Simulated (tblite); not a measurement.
Species: C₇H₁₀AsN.
Atom-mapped SMILES: `[N:1]#[C:2][CH2:3][C@@H:4]([AsH2:5])[C@H:6]1[C@@H:7]2[CH2:8][C@H:9]12` (hydrogens: H10, H11 on C3; H12 on C4; H13, H14 on As5; H15 on C6; H16 on C7; H17, H18 on C8; H19 on C9)

Computed with GFN2-xTB (tblite), gas phase: L-BFGS steps from a force-field or distance-geometry start until the largest atomic force falls under 0.01 eV/Å.

Step 2: E = -686.0683 eV
```
atom  x, y, z in Å  |  force x, y, z in eV/Å
N1     -0.8029    3.1667    0.0950   -2.666  -4.127  -0.718
C2     -1.4439    2.1824   -0.0884    3.191   4.947   0.833
C3     -2.2113    1.0230   -0.2931    0.207  -1.731   0.362
C4     -1.9399   -0.0486    0.8308    0.420   0.006  -0.566
As5    -3.2663   -1.5441    0.6215    0.074   0.153  -0.072
C6     -0.4746   -0.6010    0.8225   -0.925   0.564   0.227
C7      0.4723    0.2203    1.6371    0.737  -2.929  -1.206
C8      1.3699   -0.8144    2.2449   -0.946   0.901   1.693
C9     -0.0816   -1.2047    2.1438    1.987   0.493  -2.365
H10    -3.2654    1.2719   -0.3056   -0.399   0.117   0.035
H11    -1.9520    0.5620   -1.2536    0.011   0.105  -0.087
H12    -2.1799    0.4331    1.7948    0.319  -0.125  -0.149
H13    -2.5947   -2.4048    1.6594    0.045  -0.023  -0.303
H14    -2.5095   -2.1409   -0.5491   -0.017  -0.123   0.288
H15    -0.1991   -1.0639   -0.1324    0.124   0.140   0.393
H16     0.1117    0.9585    2.2114   -0.767   2.827   1.379
H17     1.6382   -0.5311    3.3276    0.083  -0.596  -1.584
H18     2.1385   -1.3119    1.7199    0.429  -0.348  -0.558
H19    -0.6812   -1.0691    2.9410   -1.906  -0.250   2.399
```

Step 3: E = -686.4561 eV
```
atom  x, y, z in Å  |  force x, y, z in eV/Å
N1     -0.8103    3.1547    0.0931   -0.681  -1.034  -0.162
C2     -1.4329    2.2006   -0.0857    0.706   1.027   0.152
C3     -2.2077    1.0087   -0.2888    0.287  -0.609   0.294
C4     -1.9382   -0.0472    0.8252    0.289  -0.025  -0.236
As5    -3.2664   -1.5415    0.6211    0.105   0.106  -0.057
C6     -0.4858   -0.5960    0.8232   -0.542   0.158  -0.432
C7      0.4797    0.1920    1.6245   -0.183   0.370   0.250
C8      1.3629   -0.8054    2.2640    0.446  -0.115   0.388
C9     -0.0619   -1.2002    2.1204   -0.300   0.027   0.263
H10    -3.2698    1.2732   -0.3053   -0.052   0.023   0.055
H11    -1.9518    0.5626   -1.2551    0.040   0.086  -0.089
H12    -2.1781    0.4325    1.7947    0.321  -0.152  -0.227
H13    -2.5940   -2.4056    1.6582    0.030  -0.006  -0.310
H14    -2.5090   -2.1421   -0.5480   -0.029  -0.117   0.286
H15    -0.1969   -1.0635   -0.1299    0.013   0.179   0.380
H16     0.1043    0.9811    2.2247    0.090   1.001  -0.043
H17     1.6384   -0.5352    3.3163    0.108  -0.399  -1.006
H18     2.1424   -1.3158    1.7132   -0.089   0.034  -0.061
H19    -0.6968   -1.0694    2.9615   -0.560  -0.554   0.556
```

Step 4: E = -686.5499 eV
```
atom  x, y, z in Å  |  force x, y, z in eV/Å
N1     -0.8156    3.1468    0.0923    0.311   0.511   0.112
C2     -1.4292    2.2044   -0.0858   -0.377  -0.710  -0.122
C3     -2.2019    0.9998   -0.2836    0.149  -0.158   0.110
C4     -1.9289   -0.0492    0.8202    0.011  -0.041  -0.098
As5    -3.2629   -1.5422    0.6196    0.015   0.197  -0.034
C6     -0.4899   -0.5921    0.8211   -0.230   0.165   0.022
C7      0.4752    0.1978    1.6316   -0.258   0.164   0.318
C8      1.3641   -0.8064    2.2667    0.004  -0.143  -0.257
C9     -0.0679   -1.1978    2.1263   -0.257   0.261   0.244
H10    -3.2692    1.2737   -0.3044    0.132  -0.054   0.090
H11    -1.9513    0.5652   -1.2551    0.063   0.047  -0.116
H12    -2.1707    0.4290    1.7887    0.301  -0.137  -0.176
H13    -2.5943   -2.4044    1.6500    0.070  -0.060  -0.235
H14    -2.5108   -2.1437   -0.5400    0.026  -0.163   0.186
H15    -0.1983   -1.0591   -0.1220    0.100   0.082   0.180
H16     0.1064    1.0035    2.2229    0.149   0.782  -0.121
H17     1.6412   -0.5450    3.2915    0.254  -0.209  -0.290
H18     2.1415   -1.3146    1.7140   -0.084  -0.005  -0.149
H19    -0.7093   -1.0822    2.9735   -0.380  -0.528   0.336
```

**Question.** Estimate the geometry and energy of step 5. (The exact step hangs on the optimiser's Hessian estimate; all steps are aligned on step 4, rigid shifts and turns removed.)

**Answer.** E = -686.6434 eV, largest force 1.219 eV/Å
```
atom  x, y, z in Å  |  force x, y, z in eV/Å
N1     -0.8207    3.1408    0.0923    0.563   0.916   0.171
C2     -1.4284    2.1991   -0.0876   -0.571  -1.069  -0.131
C3     -2.1945    0.9895   -0.2779    0.012   0.112  -0.141
C4     -1.9143   -0.0551    0.8130   -0.373  -0.017   0.017
As5    -3.2571   -1.5419    0.6166   -0.152   0.348   0.010
C6     -0.4896   -0.5835    0.8282   -0.143   0.054   0.090
C7      0.4635    0.2064    1.6495   -0.383   0.257   0.371
C8      1.3550   -0.8099    2.2543   -0.065  -0.154  -0.429
C9     -0.0809   -1.1871    2.1398   -0.339   0.380   0.303
H10    -3.2629    1.2726   -0.3017    0.187  -0.124   0.130
H11    -1.9495    0.5703   -1.2555    0.083  -0.027  -0.176
H12    -2.1543    0.4214    1.7760    0.204  -0.057   0.009
H13    -2.5942   -2.4028    1.6328    0.138  -0.162  -0.086
H14    -2.5138   -2.1483   -0.5242    0.129  -0.245  -0.013
H15    -0.1999   -1.0515   -0.1087    0.238  -0.009   0.036
H16     0.1125    1.0495    2.2169    0.277   0.371  -0.252
H17     1.6512   -0.5625    3.2532    0.379   0.002   0.484
H18     2.1396   -1.3125    1.7147   -0.092  -0.109  -0.415
H19    -0.7336   -1.1110    2.9955   -0.091  -0.468   0.021
```

The energy changes by -0.0936 eV. The first-order estimate −F·Δx gives -0.1354 eV and the mean of the old and new forces, exact on a quadratic surface, -0.0931 eV. The step makes an angle of 41° with the force vector and moves no atom by more than 0.047 Å.

What follows is the cost of the whole relaxation. The run took 1.5 s on one thread of an Intel Xeon Platinum 8259CL at 2.50 GHz, no GPU (shared host).
